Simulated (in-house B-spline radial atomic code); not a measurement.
Response of B³⁺ as one setting changes: the share of exact exchange in a PBE hybrid. A dash marks a strongly mixed or unbound state. Computed with an all-electron radial atomic-structure program (B-spline basis): linear response of the closed shell 1s2 with the functional's adiabatic kernel; non-relativistic, point nucleus, no spin-orbit coupling, no double excitations, S, P, D and F terms only.

| share of exact exchange in a PBE hybrid | lowest 1P (eV) | lowest 3P, Tamm-Dancoff (eV) | minus highest occupied level (eV) | α (bohr³) |
| --- | --- | --- | --- | --- |
| 0 | 1s → 2p 195.03 | 1s → 2p 192.79 | 231.32 | 0.02049 |
| 0.1 | 1s → 2p 196.25 | 1s → 2p 193.94 | 234.23 | 0.02039 |
| 0.2 | ? | ? | ? | ? |
| 0.3 | 1s → 2p 198.67 | 1s → 2p 196.21 | 240.06 | 0.02018 |
| 0.4 | ? | ? | ? | ? |
| 0.5 | 1s → 2p 201.04 | 1s → 2p 198.44 | 245.91 | 0.01998 |
| 0.6 | 1s → 2p 202.21 | 1s → 2p 199.54 | 248.83 | 0.01989 |
| 0.7 | 1s → 2p 203.37 | 1s → 2p 200.62 | 251.77 | 0.01979 |
| 0.8 | 1s → 2p 204.52 | 1s → 2p 201.70 | 254.70 | 0.01969 |
| 0.9 | 1s → 2p 205.66 | 1s → 2p 202.77 | 257.64 | 0.0196 |
| 1 | 1s → 2p 206.79 | 1s → 2p 203.82 | 260.58 | 0.01951 |

(1) What belongs in the row for 0.2?

(2) What belongs in the row for 0.4?

Answers

(1) lowest 1P (eV): 1s → 2p 197.46; lowest 3P, Tamm-Dancoff (eV): 1s → 2p 195.08; minus highest occupied level (eV): 237.14; α (bohr³): 0.02029.

(2) lowest 1P (eV): 1s → 2p 199.86; lowest 3P, Tamm-Dancoff (eV): 1s → 2p 197.33; minus highest occupied level (eV): 242.98; α (bohr³): 0.02008.
